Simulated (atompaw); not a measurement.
## osmium (Os): one change to a PAW (atompaw) potential, before and after

```
Element                 : Os (Z = 76)
Generator               : atompaw 4.2.0.5
Type                    : PAW
Functional              : LDA (PW92)
Relativity              : scalar-relativistic
Frozen core             : [Xe] 4f14
Valence charge          : 8
Reference configuration : 5d6 6s0 6p0 (charge +2)
Partial waves           : 6s (bound, empty); 6s channel at 3.2 Ry; 6p (bound, empty); 6p channel at 4.3 Ry; 5d (bound); 5d channel at -1.1 Ry
Local potential         : bessel scheme, radius 2.40 bohr
Core correction         : smooth core density matched at 2.40 bohr
Augmentation charge     : sinc compensation charge, radius 2.20 bohr; PAW radius 2.85 bohr; waves and projectors: bloechl
```

All-electron outer shells of the reference configuration (LDA (PW92), scalar-relativistic, ld1.x):

```tsv
shell	level (eV)	outermost node (bohr)	outermost maximum (bohr)
5p	-68.33	0.55	1.03
5d	-23.23	0.60	1.34
6s	-21.17	1.20	2.33
6p	-13.93	1.41	2.88
```

Change: local potential vpsmatchnc scheme with l = 3 at 0 Ry, radius 2.40 bohr.

Cutoffs: the cutoffs (Ry, on a coarse ladder) from which the occupation-weighted sum of valence levels, in a spherical-Bessel basis at the reference potential, stays within 10 and 1 mRy of its value at 400 Ry; they do not see the model core or the augmentation charge, which bear on the density cutoff.

Problem. What does the change do?

Solution. The potential gets harder (21 Ry and 30 Ry → 45 Ry and 60 Ry); a bound ghost appears in s, which as a rule spoils a file; the range in which the p phases agree narrows (upper end at the end of the scan → 2.0). A state that the projectors do not describe sees the local part alone, so a deeper or shallower local part can create or remove a ghost.

```tsv
quantity	base	changed
cutoff, loose	21 Ry	45 Ry
cutoff, tight	30 Ry	60 Ry
bound ghosts	none	s
s: phases at 2.87 bohr within 0.05 rad from the reference energy up to (Ry; the scan ends near 5)	4.8	to the end of the scan
p: phases at 2.87 bohr within 0.05 rad from the reference energy up to (Ry; the scan ends near 5)	to the end of the scan	2.0
d: phases at 2.87 bohr within 0.05 rad from the reference energy up to (Ry; the scan ends near 5)	to the end of the scan	to the end of the scan
lowest overlap eigenvalue by channel	s 0.43, p 0.61, d 0.95	s 0.09, p 0.38, d 0.89
```

 A true bound ghost makes a file unfit for plane-wave use even where its test errors are small: the radial tests pick states by their node count and pass the ghost by. The cutoffs see the waves, projectors and local potential, not the compensation charge or the core.
